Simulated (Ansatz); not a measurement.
Species: C2H8PSi, net charge 0, doublet state. It need not be the lowest isomer of its formula. 
Coordinates optimised at B3LYP-D3(BJ)/def2-TZVP (Ansatz, a first-principles code):
SMILES: C[Si](C)P
```xyz
12

C     -1.9565     0.4776     0.1657
Si    -0.3614    -0.4094    -0.3042
C     -0.0179    -1.8222     0.8970
P      1.3130     1.1224    -0.4412
H     -2.1742     1.2930    -0.5250
H     -2.8025    -0.2124     0.1599
H     -1.8758     0.8996     1.1729
H     -0.8400    -2.5413     0.9006
H      0.8996    -2.3501     0.6356
H      0.0944    -1.4289     1.9125
H      1.5908     1.1426     0.9561
H      2.3191     0.1597    -0.7130
```
Charge 0, spin multiplicity 2.

Wanted: atomisation energy (electronic, to ground-state atoms); the coupled-cluster value holds the core correlation from cc-pwCVTZ, in eV. Valence correlation only, unless marked. UHF or UKS for open shells. No spin-orbit coupling. No relativistic terms. CBS marks a two-point X^-3 extrapolation of the correlation energy; Hartree-Fock from the larger set.

Level to compare with: CCSD(T)/CBS(cc-pV(T+d)Z,cc-pV(Q+d)Z) plus the core term (Ansatz), 42.17 eV. It is a level with limits of its own, and the differences hold the functionals' basis error too.

Q: Rank these functionals by how close they come to CCSD(T)/CBS(cc-pV(T+d)Z,cc-pV(Q+d)Z), closest first: wB97M-V/def2-TZVPD (Ansatz); revPBE/def2-TZVPD (Ansatz); B3LYP/def2-TZVPD (Ansatz); SVWN5/def2-TZVPD (Ansatz).

A: wB97M-V/def2-TZVPD (range-separated hybrid meta-GGA with VV10, 42.19 eV, difference 0.02), B3LYP/def2-TZVPD (global hybrid, 41.79 eV, difference -0.38), revPBE/def2-TZVPD (GGA, 41.09 eV, difference -1.08), SVWN5/def2-TZVPD (LDA, 47.34 eV, difference 5.17)
